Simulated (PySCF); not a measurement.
SMILES c1ccc(o1)/C=[CH]\[GeH3] (C6H8GeO), GFN2-xTB optimised geometry.

```
16

Ge    -2.21     0.34     0.01
C     -1.35    -1.41     0.00
C     -0.03    -1.61     0.00
C      0.92    -0.54     0.00
C      2.30    -0.54     0.00
C      2.69     0.82     0.00
C      1.54     1.55     0.00
O      0.47     0.74     0.00
H     -3.69     0.08     0.02
H     -1.90     1.14     1.23
H     -1.92     1.15    -1.20
H     -2.00    -2.27     0.00
H      0.40    -2.60     0.00
H      2.94    -1.39     0.00
H      3.69     1.20     0.00
H      1.36     2.60     0.00
```

Density from PBE/def2-TZVP (PySCF) at that geometry.

Minimum of the electron density along straight lines between bonded atoms, close to the bond critical point (lines longer than 1.1 times the sum of covalent radii, or with two minima, are not listed):

| bond | length / Å | ρ at the minimum / e bohr⁻³ | ∇²ρ there / e bohr⁻⁵ | position (fraction from the first atom) |
|---|---|---|---|---|
| Ge1–C2 | 1.944 | 0.128 | 0.12 | 0.47 |
| C2–C3 | 1.336 | 0.345 | -1.01 | 0.49 |
| C3–C4 | 1.435 | 0.292 | -0.81 | 0.48 |
| C4–C5 | 1.373 | 0.327 | -0.93 | 0.52 |
| C5–C6 | 1.412 | 0.297 | -0.79 | 0.50 |
| C6–C7 | 1.362 | 0.333 | -0.96 | 0.48 |
| C4–O8 | 1.352 | 0.292 | -0.35 | 0.34 |
| C7–O8 | 1.341 | 0.297 | -0.27 | 0.34 |
| Ge1–H9 | 1.503 | 0.140 | 0.09 | 0.60 |
| Ge1–H10 | 1.492 | 0.143 | 0.08 | 0.60 |
| Ge1–H11 | 1.492 | 0.143 | 0.08 | 0.60 |
| C2–H12 | 1.082 | 0.281 | -0.96 | 0.64 |
| C3–H13 | 1.083 | 0.283 | -0.99 | 0.65 |
| C5–H14 | 1.071 | 0.288 | -1.03 | 0.65 |
| C6–H15 | 1.071 | 0.289 | -1.03 | 0.65 |
| C7–H16 | 1.072 | 0.293 | -1.07 | 0.65 |
